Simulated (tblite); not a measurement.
C₅H₁₂BNO.
Bonds: C1–C2 (double), C2–C3, C2–C4, C4–C5, C5–O6, O6–B7, B7–N8. Hydrogens: H9, H10 on C1; H11, H12, H13 on C3; H14, H15 on C4; H16, H17 on C5; H18 on B7; H19, H20 on N8.

Computed with GFN2-xTB (tblite), gas phase: L-BFGS steps from a force-field or distance-geometry start until the largest atomic force falls under 0.01 eV/Å.

Step 18: E = -682.4628 eV
```
atom  x, y, z in Å  |  force x, y, z in eV/Å
C1     -2.7579    1.3812   -0.0732   -0.020   0.064  -0.036
C2     -1.9390    0.3451   -0.1310   -0.009  -0.135   0.126
C3     -2.3612   -0.9400   -0.7841    0.028   0.023   0.032
C4     -0.5911    0.3626    0.5425    0.004  -0.034  -0.059
C5      0.5537    0.0853   -0.4358    0.083  -0.016   0.039
O6      1.7891   -0.0136    0.2423    0.065   0.020  -0.238
B7      2.9288    0.0073   -0.5100   -0.043   0.001  -0.416
N8      4.1021   -0.5516   -0.0022   -0.096  -0.166  -0.042
H9     -3.7364    1.3506   -0.5207   -0.021   0.037  -0.028
H10    -2.4900    2.2964    0.4232    0.020   0.056   0.008
H11    -1.5698   -1.3399   -1.4111    0.001  -0.029  -0.033
H12    -2.5950   -1.6851   -0.0225    0.034   0.017  -0.007
H13    -3.2440   -0.7894   -1.3990   -0.031   0.015   0.029
H14    -0.4286    1.3291    1.0223    0.016  -0.024  -0.015
H15    -0.5617   -0.4091    1.3174   -0.003   0.006  -0.012
H16     0.3944   -0.8853   -0.9233   -0.101   0.039  -0.081
H17     0.5911    0.8567   -1.2223   -0.001  -0.045   0.149
H18     2.9365    0.4265   -1.6287   -0.032  -0.027   0.261
H19     4.0693   -1.0639    0.8608    0.183   0.043   0.097
H20     4.9046   -0.7521   -0.5766   -0.075   0.158   0.224
```

Step 19: E = -682.4784 eV
```
atom  x, y, z in Å  |  force x, y, z in eV/Å
C1     -2.7544    1.3834   -0.0732   -0.034   0.083  -0.045
C2     -1.9376    0.3468   -0.1318   -0.021  -0.118   0.187
C3     -2.3607   -0.9375   -0.7809    0.020   0.006   0.012
C4     -0.5931    0.3601    0.5441    0.067  -0.043  -0.048
C5      0.5487    0.0818   -0.4376    0.089  -0.028   0.019
O6      1.7825   -0.0296    0.2387    0.118   0.026  -0.268
B7      2.9191   -0.0091   -0.5203   -0.009   0.008  -0.351
N8      4.0866   -0.5740   -0.0169    0.045  -0.099  -0.044
H9     -3.7305    1.3474   -0.5231   -0.057   0.074  -0.032
H10    -2.4851    2.2988    0.4219    0.007   0.057   0.005
H11    -1.5678   -1.3302   -1.4094   -0.005  -0.073  -0.047
H12    -2.5890   -1.6806   -0.0163    0.039  -0.005  -0.013
H13    -3.2461   -0.7919   -1.3933   -0.033   0.021   0.027
H14    -0.4254    1.3267    1.0249    0.006  -0.060  -0.036
H15    -0.5646   -0.4121    1.3195   -0.006   0.016  -0.035
H16     0.3894   -0.8819   -0.9412   -0.133   0.067  -0.037
H17     0.5916    0.8626   -1.2139   -0.011  -0.034   0.129
H18     2.9411    0.4122   -1.6323   -0.099   0.017   0.165
H19     4.0606   -1.0527    0.8626    0.207  -0.034   0.172
H20     4.9298   -0.7097   -0.5533   -0.187   0.120   0.241
```

Step 20: E = -682.4922 eV
```
atom  x, y, z in Å  |  force x, y, z in eV/Å
C1     -2.7513    1.3852   -0.0738   -0.033   0.074  -0.040
C2     -1.9379    0.3458   -0.1288   -0.017  -0.061   0.177
C3     -2.3608   -0.9362   -0.7785    0.009  -0.009  -0.002
C4     -0.5937    0.3574    0.5451    0.095  -0.044  -0.012
C5      0.5460    0.0781   -0.4386    0.046  -0.027  -0.021
O6      1.7801   -0.0403    0.2301    0.118   0.005  -0.205
B7      2.9131   -0.0205   -0.5329    0.011  -0.029  -0.187
N8      4.0708   -0.6008   -0.0323    0.150  -0.082   0.117
H9     -3.7261    1.3462   -0.5260   -0.067   0.099  -0.026
H10    -2.4804    2.3008    0.4208   -0.008   0.045  -0.006
H11    -1.5677   -1.3243   -1.4095   -0.013  -0.090  -0.047
H12    -2.5851   -1.6786   -0.0129    0.036  -0.036  -0.012
H13    -3.2482   -0.7923   -1.3883   -0.033   0.023   0.027
H14    -0.4233    1.3248    1.0249    0.003  -0.077  -0.044
H15    -0.5657   -0.4130    1.3219   -0.002   0.003  -0.032
H16     0.3834   -0.8786   -0.9557   -0.143   0.072  -0.001
H17     0.5898    0.8661   -1.2045   -0.017   0.012   0.060
H18     2.9466    0.4080   -1.6318   -0.130   0.073  -0.022
H19     4.0633   -1.0384    0.8698    0.155  -0.037   0.118
H20     4.9421   -0.6784   -0.5310   -0.162   0.085   0.158
```

Problem. Estimate the geometry and energy of step 21. (The exact step hangs on the optimiser's Hessian estimate; all steps are aligned on step 20, rigid shifts and turns removed.)

Solution. E = -682.5017 eV, largest force 0.235 eV/Å
```
atom  x, y, z in Å  |  force x, y, z in eV/Å
C1     -2.7499    1.3877   -0.0749    0.001   0.020  -0.023
C2     -1.9389    0.3446   -0.1234   -0.031   0.020   0.099
C3     -2.3605   -0.9355   -0.7767   -0.005  -0.021  -0.004
C4     -0.5923    0.3548    0.5452    0.067  -0.038   0.027
C5      0.5454    0.0749   -0.4397   -0.008  -0.004  -0.052
O6      1.7815   -0.0487    0.2197    0.067  -0.025  -0.120
B7      2.9104   -0.0278   -0.5449    0.128  -0.136   0.030
N8      4.0633   -0.6191   -0.0390    0.050  -0.015   0.215
H9     -3.7248    1.3480   -0.5283   -0.044   0.104  -0.013
H10    -2.4779    2.3036    0.4198   -0.017   0.029  -0.018
H11    -1.5681   -1.3222   -1.4104   -0.029  -0.077  -0.032
H12    -2.5811   -1.6779   -0.0104    0.028  -0.057  -0.015
H13    -3.2499   -0.7923   -1.3845   -0.021   0.020   0.037
H14    -0.4215    1.3219    1.0246    0.014  -0.064  -0.035
H15    -0.5666   -0.4142    1.3221    0.013  -0.023  -0.006
H16     0.3758   -0.8751   -0.9659   -0.130   0.052   0.010
H17     0.5887    0.8687   -1.1965   -0.020   0.057  -0.011
H18     2.9459    0.4052   -1.6338   -0.110   0.114  -0.173
H19     4.0678   -1.0315    0.8773    0.097  -0.006   0.022
H20     4.9477   -0.6542   -0.5125   -0.049   0.053   0.062
```

The energy changes by -0.0096 eV. The first-order estimate −F·Δx gives -0.0136 eV and the mean of the old and new forces, exact on a quadratic surface, -0.0097 eV. The step makes an angle of 63° with the force vector and moves no atom by more than 0.031 Å.

The cost below is that of the whole relaxation. The run took 3.9 s of wall time on one thread, Intel Xeon at 2.50 GHz (x86_64), no GPU, shared host.
